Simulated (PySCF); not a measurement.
How methods differ on the excitation energy of Fe

Fe [Ar] 3d6 4s2 (5D) → Fe [Ar] 3d6 4s1 4p1 (high-spin determinant), as a difference of total energies. Calculation: PySCF 2.14, in x2c-TZVPPall with one added diffuse shell each of s, p, d, f type (7s6p5d3f1g, 80 functions); scalar relativity by spin-free X2C-1e. Correlated levels: valence and next inner shell: [Ne] frozen. The calculations carry no spin-orbit coupling.

```csv
method,excitation energy (eV)
UHF,1.301
MP2 (valence and next inner shell),2.278
SCS-MP2 (valence and next inner shell),2.472
CCSD (valence and next inner shell),2.340
CCSD(T) (valence and next inner shell),2.438
```

Question: How much does correlation contribute at CCSD(T) (valence and next inner shell)?

Answer: 2.438 − (1.301) = 1.137 eV, measured against UHF.

The determinant of the upper state mixes LS terms, which raises its energy above the lowest term, most at the Hartree-Fock and MP2 levels.
